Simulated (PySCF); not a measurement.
Electric field gradients and quadrupole coupling constants

Species: C₆H₃FOS.
Z-matrix (Å and degrees, GFN2-xTB geometry), rows numbered from 1:
```
F 
C   1  1.3317
C   2  1.3575  1  125.61
C   3  1.4123  2  108.85  1  -179.98
O   4  1.3412  3  135.13  2   179.98
C   5  1.3541  4  106.14  3  -179.96
C   6  1.3631  5  112.45  4    -0.02
C   4  1.3909  3  114.66  2    -0.01
S   8  1.7264  4  111.74  3    -0.00
H   3  1.0723  2  124.75  1    -0.01
H   6  1.0715  5  116.62  4   179.99
H   7  1.0696  6  127.36  5   179.99
```

Field gradients from the PBE0/pcSseg-1 density (PySCF, non-relativistic), principal values in atomic units, ordered |Vxx| ≤ |Vyy| ≤ |Vzz|:

```tsv
atom	Vxx	Vyy	Vzz
O5	-0.6168	-0.9247	1.5415
S9	-0.0400	-2.0946	2.1347
```

Q: Find the asymmetry η = (Vxx − Vyy)/Vzz and the couplings χ = eQV/h (234.96 MHz × Q in barn × V in au), with Q(17O) = −0.0256 b, Q(33S) = −0.0678 b.

A: 
```json
{"atom": "O5", "environment": "furan-type oxygen", "nucleus": "17O", "η": "0.20", "χzz (MHz)": "-9.27", "χxx (MHz)": "3.71", "χyy (MHz)": "5.56"}
{"atom": "S9", "environment": "thiophene-type sulfur", "nucleus": "33S", "η": "0.96", "χzz (MHz)": "-34.01", "χxx (MHz)": "0.64", "χyy (MHz)": "33.37"}
```

At S9 η is above 0.9: Vyy and Vzz are nearly equal in size and opposite in sign, so a small change could swap them and flip the sign of χzz. 

Q: What is Vzz at S9 in SI units (1 au = 9.71736 × 10²¹ V/m²)?

A: 2.1347 au = 20.743 × 10²¹ V/m².

Q: And the gradient at the other heavy atoms, for which no coupling is worked out here?

A: 
```tsv
atom	environment	Vzz (au)	η
F1	aryl fluorine	3.074	0.04
C2	aromatic C–F carbon	0.385	0.15
C3	aromatic CH carbon	0.102	0.65
C4	ring-fusion aromatic carbon	0.272	0.94
C6	aromatic CH next to a ring oxygen	0.333	0.93
C7	aromatic CH carbon	0.157	0.81
C8	ring-fusion aromatic carbon	0.190	0.98
```

Q: What couplings would deuterons (Q(2H) = 0.00286 b) have in place of the hydrogens, at this geometry?

A: 
```csv
atom,bonded to,bond length (Å),Vzz (au),η,χzz (kHz)
H10,C3,1.072,0.3450,0.08,232
H11,C6,1.072,0.3414,0.12,229
H12,C7,1.070,0.3513,0.07,236
```

Geometry: GFN2-xTB; no solvent, vibrations or thermal averaging. GFN2-xTB bond lengths can be off by several hundredths of an ångström, more for odd bonds, and the gradients follow them. The basis is small and wasn't made for field gradients, so the couplings can be 20 % off.
